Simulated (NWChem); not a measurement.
Species: ZrO$_{2}$; SMILES [O]=[Zr]=[O]

Results from NWChem. Geometry: optimised at PBE0/def2-SVP. def2 effective core potentials on Zr; no spin-orbit coupling. Vertical excitations in the gas phase; the lowest state need not have the same character in each row.

For level LDA (Slater exchange, VWN5)/def2-SVPD, TDA:

```yaml
lowest excitation, singlet (eV): 1.91
orbital gap (eV): 1.87
```

Task: What are these values for level LRC-wPBEh/def2-SVPD, TDA?

Result: lowest excitation, singlet (eV): 2.79
orbital gap (eV): 7.25
